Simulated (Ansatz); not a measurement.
Relaxed structures of SiHSeO, doublet (PBE0-D4/def2-TZVP; forces vanish, vibrations not checked; lower isomers may exist, and structures with a doubtful reference or unclear bonds are left out; Å). Ansatz 0.2.0; basis: def2-TZVPP; cores frozen in the correlated methods; orbitals are unrestricted. Filled d shells of the heavier atoms are correlated. The def2 sets are not built for correlating such inner shells, so the correlated values are less sure here.

(1) Rank them by CCSD(T) energy, lowest first, and give each one's height above the lowest. Links in brackets join atoms within 1.22 times the sum of their covalent radii (1.1 for two metals). (Judge from chemistry; the value comes from the calculation.)
A.
SiHSeO ([O]1[Si][SeH]1)
```
4
angstrom
O 0.7086 -0.8225 0.2024
Si -0.9141 -1.1740 0.7201
Se 0.0423 0.4204 -0.9161
H 0.1638 1.5801 -0.0049
```
B.
SiHSeO ([O][Si][SeH])
```
4
angstrom
O 1.3102 -0.1912 -0.5222
Si -0.0585 -0.1284 0.1437
Se -1.1463 -2.0409 0.7606
H -2.2816 -1.2653 1.2808
```
C.
SiHSeO ([O]1[SiH][Se]1)
```
4
angstrom
O 0.8367 -0.8472 0.1291
Si -0.0276 0.3250 -0.6407
Se -1.0035 -1.1986 0.6332
H 0.1945 1.7208 -0.1216
```

No T1 diagnostic of these runs exceeds 0.021. ⟨S²⟩ of the unrestricted Hartree–Fock references: 0.78 to 0.79 (a pure state has 0.75).

Results:

(1) By the calculation: B (0.0 kJ/mol), C (133.8 kJ/mol), A (182.1 kJ/mol). Heights count from the lowest.

For scale, one of the runs: CCSD(T)/def2-TZVPP, 135 basis functions, launched by `ansatz run in.yaml --threads 2 --pin off --events-out ev --progress --plain --max-ram 4352MiB`. The run took 110 s on 2 CPU threads of an Arm Neoverse V1 (shared host), with 1.6 GiB of host memory at its peak.
